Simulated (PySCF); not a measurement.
Species: CH5NO2Si.
Atom-mapped SMILES: `[O:1]=[CH:2][NH:3][SiH2:4][OH:5]` (hydrogens: H6 on C2; H7 on N3; H8, H9 on Si4; H10 on O5)

Computed, not measured: PBE0-D3(BJ)/def2-SVP geometry optimisation, gas phase (PySCF).

Question: What internal coordinates does the optimisation give?

Answer: 
```tsv
bond	length (bohr)
O1=C2	2.301
C2–N3	2.564
N3–Si4	3.386
Si4–O5	3.097
C2–H6	2.106
N3–H7	1.918
Si4–H8, Si4–H9	2.818
O5–H10	1.855
```

Bonds in one row agree within 0.02 bohr and their mean is given. A selection of angles:
```tsv
angle	degrees
O1–C2–N3	125.3
O1–C2–H6	120.8
N3–C2–H6	113.9
C2–N3–Si4	124.6
C2–N3–H7	114.7
Si4–N3–H7	120.7
N3–Si4–O5	106.3
N3–Si4–H8	107.6
O5–Si4–H8	113.3
H8–Si4–H9	108.4
Si4–O5–H10	110.3
```

Torsions: O1–C2–N3–Si4 0° (synperiplanar); C2–N3–Si4–O5 -1° (synperiplanar); H10–O5–Si4–N3 1° (synperiplanar).

O5 (silanol oxygen) is bent (angle 110.3°). Si4 (oxygen-bound silicon) is distorted tetrahedral (angles from 106.3° to 113.4°). The 5 heavy atoms lie in one plane (0.006 Å rms). H10 on O5 lies 1.82 Å from O1, 5 bonds away (angle at H 147°; Bondi radii sum to 2.72 Å): the geometry of an intramolecular hydrogen bond. Of the pairs four or more bonds apart, those above aside, C2···H10 is among the closest relative to their van der Waals radii: 2.47 Å, 85 % of the sum of Bondi's values. N3 (amide nitrogen) is planar (angles 124.6°, 120.7° and 114.7°, sum 360.0°, 0.00 Å off the plane of its three neighbours).

Point group: Cs (every atom within 0.08 Å of its image). Not checked by PBE0-D3(BJ)/def2-SVP frequencies. The numbers are those of one conformer (O1–C2–N3–Si4 0°, C2–N3–Si4–O5 -1°, N3–Si4–O5–H 1°).

Time: 51 s; peak memory 0.41 GiB. Hardware: one thread, Arm Neoverse N1 (aarch64), shared host. These figures are those of the optimisation.
